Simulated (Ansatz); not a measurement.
Reactions of AlBrH4O2Si (`O[SiH](Br)[O][AlH2]`).

Gas-phase electronic energies from Ansatz, PBE0-D4/def2-TZVP geometries. CBS: MP2 limit from def2 TZ/QZ plus the TZ coupled-cluster correction, frozen cores. This one scheme is used for every species. Functionals use def2-TZVPP. For Br, Ge outer-core shells are correlated without core-valence functions, which leaves a few kJ/mol of doubt a bond. Scalar relativity is left out up to krypton. One conformer a species, not always the lowest.

```tsv
reaction	MP2/CBS(def2) (kcal/mol)	HF/CBS(def2) (kcal/mol)	B2PLYP (kcal/mol)	r2SCAN-D4 (kcal/mol)	CCSD(T)/CBS(def2) (kcal/mol)
`O[SiH](Br)[O][AlH2]` + `[SiH3]O[SiH3]` → `[AlH2][SiH2]O[SiH3]` + `O[SiH](O)Br`	45.2	48.2	43.9	41.4	42.6
`O[SiH](Br)[O][AlH2]` + `CC(C)C` → `CC(C)[CH2][AlH2]` + `O[SiH](O)Br`	43.8	49.6	44.9	42.9	43.4
`O[SiH](Br)[O][AlH2]` + `O=[CH][GeH3]` → `O=[CH][GeH2][AlH2]` + `O[SiH](O)Br`	33.3	37.8	33.1	30.5	32.0
`O[SiH](Br)[O][AlH2]` + `CBOC` → `CO[B](C)[AlH2]` + `O[SiH](O)Br`	53.6	58.0	52.9	50.3	51.4
`O[SiH](Br)[O][AlH2]` + CH₄ → `C[SiH](O)Br` + `[OH][AlH2]`	32.6	37.9	33.3	32.5	32.6
`O[SiH](Br)[O][AlH2]` + HBr → `[AlH2][Br]` + `O[SiH](O)Br`	-1.0	0.2	0.2	-1.2	-0.5
`O[SiH](Br)[O][AlH2]` + `[AlH2][SH]` → `[AlH2][S][AlH2]` + `O[SiH](O)Br`	9.5	13.9	11.5	9.4	10.0
```

Largest T1 diagnostic: 0.015, for `O=[CH][GeH2][AlH2]`.
